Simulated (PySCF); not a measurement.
SbCl₅, SMILES [Cl][Sb]([Cl])([Cl])([Cl])[Cl].

The structure is a stationary point at PBE0-D3(BJ)/def2-SVP. The isomer is the one that the SMILES or the coordinates give; other isomers of the formula were not compared. The def2 effective core potentials stand for the cores of Sb; spin–orbit coupling is left out.

Two levels are set side by side: PBE/def2-TZVP (PySCF) and HF/def2-TZVP (PySCF). Same geometry, gas phase. Differences are taken from unrounded values.

```tsv
quantity	HF	PBE	PBE minus HF
orbital gap (eV)	11.40	2.34	-9.06
highest occupied level (eV)	-12.63	-7.81	4.82
lowest empty level (eV)	-1.23	-5.47	-4.24
mean polarisability (bohr³)	95.2	105.2	10.0
```

Without exact exchange PBE keeps part of each electron's self-repulsion, which lifts occupied levels and narrows the gap. Loosely held outer electrons make PBE densities more polarisable. Differences between two approximate levels are no errors against the true value.

Rough cost on one machine, each run with all the roots and properties that it gave: HF against PBE within a factor of 2.
